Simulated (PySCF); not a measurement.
CH5Cl2Ga2N.
SMILES with atom numbers: `[CH2:1]=[N:2][GaH-:3]1[Cl+:4][GaH2-:5][Cl+:6]1` (hydrogens: H7, H8 on C1; H9 on Ga3; H10, H11 on Ga5)

A GFN2-xTB structure was refined with PBE0-D3(BJ)/def2-SVP geometry optimisation, gas phase in PySCF 2.14.0. Its GFN2-xTB values:

```
     coordinate  GFN2-xTB
          C1=N2   1.255 Å
          C1–H7   1.093 Å
          C1–H8   1.095 Å
         N2–Ga3   1.850 Å
        Ga3–Cl4   2.294 Å
         Ga3–H9   1.550 Å
        Cl4–Ga5   2.266 Å
        Ga5–H10   1.547 Å
        Ga5–H11   1.551 Å
      C1–N2–Ga3    141.8°
     N2–Ga3–Cl4    102.0°
    Ga3–Cl4–Ga5     91.1°
    Cl4–Ga3–Cl6     88.2°
    Cl4–Ga5–Cl6     89.5°
  C1–N2–Ga3–Cl4     -132°
Ga3–Cl4–Ga5–Cl6        0°
Cl4–Ga5–Cl6–Ga3        0°
```

Task: How do these coordinates change at the PBE0-D3(BJ)/def2-SVP level?

Result: 
| coordinate | PBE0-D3(BJ)/def2-SVP (Å or °) | change |
| --- | --- | --- |
| Cl4–Ga5 | 2.383 | +0.117 |
| Ga3–Cl4 | 2.348 | +0.054 |
| C1–H8 | 1.113 | +0.018 |
| C1–H7 | 1.109 | +0.016 |
| N2–Ga3 | 1.865 | +0.015 |
| C1=N2 | 1.263 | +0.008 |
| Ga3–H9 | 1.557 | +0.007 |
| Ga5–H10 | 1.552 | +0.005 |
| Ga5–H11 | 1.554 | +0.003 |
| C1–N2–Ga3 | 121.9 | -19.9 |
| Cl4–Ga3–Cl6 | 90.6 | +2.4 |
| N2–Ga3–Cl4 | 103.3 | +1.3 |
| Ga3–Cl4–Ga5 | 90.2 | -0.9 |
| Cl4–Ga5–Cl6 | 89.1 | -0.4 |
| C1–N2–Ga3–Cl4 | -128 | +4 |
| Ga3–Cl4–Ga5–Cl6 | -3 | -3 |
| Cl4–Ga5–Cl6–Ga3 | 3 | +3 |

The energy falls by 6.5 kcal/mol over 13 energy and gradient evaluations, the largest force component goes from 0.0248 to 3.9e-04 Eh/bohr, and the atoms move by 0.229 Å rms after alignment. The bond that changes most is Cl4–Ga5 (ends: chlorine bonded to 2 Ga; gallium bonded to 2 Cl and 2 H), which lengthens by 0.117 Å. Bonds longer at the end by more than 0.005 Å: 9 of 11; shorter: 0. Rotational constants go from 1933, 720.7, 634.8 to 1905, 695.3, 593.1 MHz.

The run used 153 basis functions and 81 SCF cycles in all.

Whether it is a minimum is left open (no frequencies). The numbers are those of one conformer.

Shape of the structure used: `[CH2:1]=[N:2][GaH-:3]1[Cl+:4][GaH2-:5][Cl+:6]1`: C1–N2–Ga3–Cl4 -128°.
